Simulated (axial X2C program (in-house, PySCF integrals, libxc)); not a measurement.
# Which molecule has these constants?

Computed with an in-house all-electron X2C program for linear molecules (integrals from PySCF), spin-free (one-electron X2C) or two-component (2c: spin–orbit coupling with atomic mean-field Coulomb and Gaunt terms, which also bring small scalar terms), in Dyall basis sets with cores contracted in-house; open shells are unrestricted.

A two-component PBE0 calculation in a Dyall 3-zeta basis gave Re = 1.711 Å, ωe = 1010.7 cm⁻¹, dipole magnitude 3.42 D, Ω = 0.

Problem. Which molecule is it?
A. HfS
B. HfO
C. HfTe

Solution. B. The others have HfTe 2.503 Å and 261.3 cm⁻¹ (Ω = 0); HfS 2.151 Å and 541.4 cm⁻¹ (Ω = 0).

Each entry is the lowest single determinant of a limited PBE0 search at one distance. De goes to single-determinant-based atoms at the same level (for ions the charge split of lowest energy) and is withheld (n/a) where an atom does not fit its ground term or J level. Main or longest-lived isotopes. One determinant is a doubtful description, or other states lie close, for HfTe; these need not be ground states, and all values refer to the states named. The functionals have no current term, which raises determinants with orbital currents.
